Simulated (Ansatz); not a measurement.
A run for Ansatz (an electronic-structure program): U-BHLYP/def2-TZVPP on NP (SMILES N#P), 2S+1 = 3, a spin state set in the input, which need not be the lowest, at the other state's geometry.

Ansatz 0.2 input:
```yaml
crystal:
  periodic: [false, false, false]
  atoms:
    - {symbol: N, position_ang: [-0.00000000, -0.00000000, -1.01096883]}
    - {symbol: P, position_ang: [0.00000000, 0.00000000, 0.47178545]}
basis:
  gaussian:
    orbitals: def2-TZVPP
hamiltonian:
  xc: {name: BHLYP}
magnetization: {spin_polarized: true, initial_magnetization: 2}
```

Program output:

```
WARN ansatz: RAYON_NUM_THREADS=1 ignored (pool sized by the plan → 1); use --threads N
Functional definition: BHLYP
integrals: 0.01 GiB planned
481 factors; their error is unknown
mean field: 0.18 GiB planned
mean field evaluation 1: about -10767.7950 eV, gradient 3.5e1 eV
mean field evaluation 2: about -10749.3975 eV, gradient 6.8e1 eV
mean field evaluation 4: about -10773.4067 eV, gradient 2.1e0 eV
mean field evaluation 8: about -10773.4672 eV, gradient 1.2e-1 eV
mean field evaluation 16: about -10773.4973 eV, gradient 7.4e-4 eV
mean field evaluation 32: about -10773.8831 eV, gradient 4.1e-3 eV
mean field -10773.88308751 eV, -395.9329006657 hartree, gradient 1.8e-5 eV, S^2 2.015948; 3 other end points of the search recorded, 0 dependent functions left out
reference -10773.88319366 eV, -395.9329045666 hartree; 12, 10 occupied and 61, 63 virtual orbitals, 481 factors
Total energy: -10773.88319366 eV, -395.9329045666 hartree
```

The calculation finished and met its thresholds.

Cost: around 5 core-seconds (rough).
